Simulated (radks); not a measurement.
The numbers below are computed, except where a source is named.
All-electron atom: Ru43+ in 1s1.

Level of theory: non-relativistic Kohn-Sham, LB94 model potential, spin-polarised, spherical densities, point nucleus; open shells are filled with parallel spins first (spin-orbit coupling, left out, can overturn this in heavy ions); relativity is left out, which matters for an element this heavy (a radial shooting solver on a logarithmic mesh with Libxc functionals).

Energy parts (eV):
| part | energy |
|---|---|
| kinetic | 26300.998 |
| electron-nucleus | -52641.601 |
| Hartree | 373.817 |
(The LB94 potential has no energy functional, so no total or exchange-correlation energy is given.)

Orbitals (lengths in bohr, moments of r in powers of bohr):
| orbital | occ. | eigenvalue (eV) | <r^2> | <1/r> | <r> |
|---|---|---|---|---|---|
| 1s up | 1 | -26236.79 | 0.001553 | 43.97 | 0.03412 |
| 2s up | 0 | -6539.210 | 0.02180 | 10.97 | 0.1367 |
| 2p up | 0 | -6534.315 | 0.01559 | 10.97 | 0.1140 |

The highest occupied level is 1s up at -26237 eV. The electron density at the nucleus is 2.708e+04 e/bohr^3. For comparison, the ionisation energy in NIST's Atomic Spectra Database is 27033.6 eV (theoretical). In exact Kohn-Sham theory the highest level is minus the ionisation energy, but local and semilocal functionals leave it too shallow, through self-interaction and a potential that decays too fast; potentials with the right tail come closer. The density falls to 0.001 e/bohr^3 at r = 0.19 bohr. The spin density at the nucleus is 27079 e/bohr^3 (1s 27079). Summed over all electrons, <r^2> = 0.001553 bohr^2, which gives a Langevin (diamagnetic) susceptibility term of -0.00123 x 10^-6 cm^3/mol. Spin moment in Bohr magnetons: 1.
